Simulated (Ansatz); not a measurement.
`C[SiH2]OC(F)F` + CH₃OH → `COC(F)F` + `C[SiH2]O`  (substitution at a C–O bond)

Isolated molecules relaxed with PBE0-D4/def2-TZVP in Ansatz; ΔE leaves out vibrations. CCSD(T)/CBS is the MP2 limit (def2-TZVPP, def2-QZVPP) plus CCSD(T) − MP2 in def2-TZVPP, frozen cores. This one scheme is used for every species. DFT in def2-TZVPP. Each species was taken in one conformer, which may not be the lowest.

```json
{"level": "PBE0-D4", "ΔE (kJ/mol)": "-8.7", "difference from CCSD(T)/CBS": "0.8"}
{"level": "ωB97M-V", "ΔE (kJ/mol)": "-8.9", "difference from CCSD(T)/CBS": "0.6"}
{"level": "B2PLYP", "ΔE (kJ/mol)": "-10.7", "difference from CCSD(T)/CBS": "-1.2"}
{"level": "PBE", "ΔE (kJ/mol)": "-10.9", "difference from CCSD(T)/CBS": "-1.4"}
{"level": "r2SCAN", "ΔE (kJ/mol)": "-11.0", "difference from CCSD(T)/CBS": "-1.5"}
{"level": "HF/def2-TZVPP", "ΔE (kJ/mol)": "-9.1", "difference from CCSD(T)/CBS": "0.4"}
{"level": "CCSD/def2-TZVPP", "ΔE (kJ/mol)": "-10.1", "difference from CCSD(T)/CBS": "-0.6"}
{"level": "MP2/def2-QZVPP", "ΔE (kJ/mol)": "-10.8", "difference from CCSD(T)/CBS": "-1.3"}
{"level": "HF/CBS(def2)", "ΔE (kJ/mol)": "-8.8", "difference from CCSD(T)/CBS": "0.7"}
{"level": "MP2/CBS(def2)", "ΔE (kJ/mol)": "-10.5", "difference from CCSD(T)/CBS": "-1.0"}
{"level": "CCSD(T)/CBS", "ΔE (kJ/mol)": "-9.5", "difference from CCSD(T)/CBS": "0"}
```

Largest T1 diagnostic among the species: 0.012.
